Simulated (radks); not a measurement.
The numbers below are computed, except where a source is named.
Spherical quantum dot in the effective-mass picture: electrons in a well V = -V0 / (1 + exp((r - R)/a)) with V0 = 23.7, R = 2.62, a = 0.13, with a point charge +1 (a donor) at the centre, all in effective atomic units (hartree* = m*/eps^2 hartree, bohr* = eps/m* bohr), one dielectric constant everywhere. Level of theory: non-relativistic Kohn-Sham, exchange-only LDA, spin-polarised, spherical densities (a radial shooting solver with Libxc functionals). Levels are named by radial order and angular momentum (1s, 1p, 1d, 2s, ...), and open shells are averaged over m.

N = 9, configuration 1s2 1p6 1d(up 1, down 0). This is the lowest configuration that the search found. Occupied and some empty levels:

level    occupation  eigenvalue (hartree*)  <r> (bohr*)
1s up             1                -18.984        1.341
1s down           1                -18.952        1.331
1p up             3                -18.274        1.621
1p down           3                -18.232        1.618
1d up             1                -17.408        1.751
1d down           0                -17.363        1.750
2s up             0                -17.128        1.233
2s down           0                -17.106        1.239
1f up             0                -16.341        1.843
1f down           0                -16.295        1.843
2p up             0                -15.402        1.407
2p down           0                -15.376        1.407

Energy (hartree*): total -186.724, kinetic 11.307, external -217.34, Hartree 23.133, exchange-correlation -3.8196.

Electron density:

r (bohr*)  n(r) (e/bohr*^3)
0.0654               0.3674
0.230                0.2858
0.394                0.2461
0.558                0.2331
0.722                0.2366
0.886                0.2487
1.05                 0.2626
1.22                 0.2718
1.38                 0.2701
1.54                 0.2524
1.71                 0.2165
1.87                 0.1658
2.04                 0.1086
2.20                0.05730
2.37                0.02211
2.53               0.005733
2.69              0.0009847
2.86              0.0001271
3.02             0.00001434
3.19              1.591e-06
